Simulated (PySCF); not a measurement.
**Nonlinear optical response: `InChI=1S/C7H7NO/c1-6(9)7-3-2-4-8-5-7/h2-5H,1H3`**

Cartesian coordinates in Å; atom numbers follow the order of the lines, from 1:
```xyz
16

C    -2.597   -0.041    0.612
C    -1.489   -0.675   -0.188
O    -1.694   -1.627   -0.907
C    -0.111   -0.101   -0.077
C     0.921   -0.686   -0.819
C     2.201   -0.160   -0.721
C     2.402    0.938    0.119
N     1.434    1.507    0.831
C     0.211    0.996    0.732
H    -2.374   -0.079    1.690
H    -3.531   -0.581    0.413
H    -2.719    1.019    0.342
H     0.683   -1.543   -1.453
H     3.035   -0.586   -1.283
H     3.401    1.378    0.219
H    -0.562    1.490    1.332
```

Theory: quadratic response CAM-B3LYP/aug-cc-pVDZ first hyperpolarisability, Taylor convention, gas phase (PySCF). Geometry: PBE0-D3(BJ)/def2-SVP.

**Question.** Give β for the processes computed.

**Answer.** In au, Taylor convention; the vector part is βᵢ = ⅓ Σⱼ (βᵢⱼⱼ + βⱼᵢⱼ + βⱼⱼᵢ); β∥ is 3/5 of the vector part along the dipole, the dipole points from − to +:
```
                   process  λ (nm)  β vector norm    β∥  β HRS  depolarisation ratio
           static β(0;0,0)       ∞          156.2  63.9   89.6                  2.59
second harmonic β(−2ω;ω,ω)    1907          172.9  72.5   97.3                  2.67
         Pockels β(−ω;ω,0)    1907          161.5  66.6      –                     –
second harmonic β(−2ω;ω,ω)    1064          219.8  97.0  118.4                  2.85
         Pockels β(−ω;ω,0)    1064          174.2  73.2      –                     –
```

**Question.** Which lowest excitations, dipole and polarisabilities go with it?

**Answer.** S1 3.95 eV (f = 0.000); S2 4.78 eV (f = 0.001); S3 5.14 eV (f = 0.003); dipole 0.89 D; isotropic α 91.5 au static, 91.8 au at 1907 nm, 92.6 au at 1064 nm, 92.9 au at 953.5 nm, 96.4 au at 532 nm.
